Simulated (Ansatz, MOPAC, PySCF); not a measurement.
Dimer: N2 (SMILES N#N) (first 2 atoms) with HI (SMILES I); geometry from B3LYP-D3(BJ)/def2-TZVP, rigid monomers moved along the line of their centres of mass till N2···H4 is 4.69 Å.
(charge 0, multiplicity 1):
```xyz
4

N      0.10168     0.11003    -1.00507
N      0.21014     0.11947     0.08007
I      0.65909     0.17857     6.36779
H      0.57463     0.16233     4.75492
```

Interaction energies are E(AB) − E(A) − E(B) at the monomers' geometry in the complex; basis-set methods are counterpoise corrected. Rows marked so take none.

Correlated levels freeze the cores. Filled d and f shells under p-block atoms count as core. CBS(a, b) extrapolates the correlation energy as X⁻³ and adds the Hartree–Fock energy of set b. Rows in STO-3G carry no dispersion term and start afresh at each structure; the Pople sets are all-electron and without relativity. The state reached by PM3 isn't checked.

Programs: Ansatz (Gaussian basis) for Hartree–Fock, density functionals and correlated methods; MOPAC for PM3 (differences of heats of formation); PySCF for STO-3G rows, the dispersion terms. Values without a source in brackets are computed. In def2 rows elements past Kr take small-core potentials, without spin–orbit coupling.

| level | interaction energy (kcal/mol) |
|---|---|
| PM3 | -0.12 |
| HF/STO-3G (no counterpoise) | -0.12 |
| PBE-D3(BJ)/def2-TZVPPD | -0.14 |
| r2SCAN/def2-TZVPPD | ? |
| PBE0-D4/def2-TZVPPD | -0.14 |
| SCS-MP2/def2-TZVPPD | -0.13 |
| CCSD(T)/def2-TZVPPD | -0.12 |
| CCSD(T)/def2-QZVPPD | -0.12 |
| CCSD(T)/CBS(def2-TZVPPD, def2-QZVPPD) | -0.13 |

Task: Fill in the missing entries.

Result: 
- r2SCAN/def2-TZVPPD, interaction energy (kcal/mol): -0.08

Ansatz is a quantum-chemistry and plane-wave program.
